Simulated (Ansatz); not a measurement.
Consider the ligand exchange at the Al–O bond: `[OH][AlH][Cl]` + CH₃SH → `C[S][AlH][Cl]` + H₂O.

Computed with Ansatz on PBE0-D4/def2-TZVP structures; ΔE is electronic, products minus reactants. CCSD(T)/CBS adds triple-zeta CCSD(T) − MP2 to the extrapolated MP2 energy (def2 sets, frozen cores). This one scheme is used for every species. DFT in def2-TZVPP. HSE06 is defined as in plane-wave codes. Each species was taken in one conformer, which may not be the lowest.

`[OH][AlH][Cl]`:

Z-matrix (Å, degrees):
```
Al
O 1 1.684
Cl 1 2.096 2 119.8
H 1 1.563 2 119.3 3 180.0
H 2 0.956 1 124.3 3 0.0
```

CH₃SH:

Cartesian coordinates in Å:
```
C -0.207 0.422 0.142
S 1.065 -0.860 0.140
H -0.301 0.894 -0.835
H 0.121 1.174 0.860
H -1.170 0.030 0.466
H 0.492 -1.660 -0.773
```

`C[S][AlH][Cl]`:

Z-matrix (Å, degrees):
```
C
S 1 1.824
H 1 1.091 2 112.0
H 1 1.089 2 108.6 3 120.5
H 1 1.089 2 108.7 3 -120.5
Al 2 2.158 1 100.1 3 0.2
Cl 6 2.092 2 118.0 1 180.0
H 6 1.574 2 120.9 1 -0.0
```

H₂O:

Cartesian coordinates in Å:
```
O -0.296 0.223 0.119
H -0.165 -0.712 0.288
H 0.461 0.489 -0.407
```

CCSD(T)/CBS gives +6.9 kcal/mol.

Another level gave +6.9 kcal/mol. Which?
A. CAM-B3LYP/def2-TZVPP
B. HSE06-D4/def2-TZVPP
C. PBE-QIDH/def2-TZVPP
D. CAM-B3LYP-D4/def2-TZVPP

C. PBE-QIDH 6.9, HSE06-D4 5.6, CAM-B3LYP 10.9, CAM-B3LYP-D4 10.0 kcal/mol.

Largest T1 diagnostic among the species: 0.011.

Leaving LDA and LC-ωPBE aside and taking each functional with its dispersion term where it has one, the values, not all of them listed here, spread over 4.7 kcal/mol, from revPBE-D4 to CAM-B3LYP-D4. At CCSD(T), def2-SVP lies +2.2 kcal/mol from the extrapolated value and def2-TZVPP +1.2 kcal/mol. The D4 term adds −1.6 kcal/mol with B3LYP and −0.9 kcal/mol with PBE0; it sums over pairs of atoms, weighted by their polarisabilities, and B3LYP, whose exchange is more repulsive, gets the larger term.

B3LYP here is the variant with VWN-RPA as its local correlation; programs differ in this.
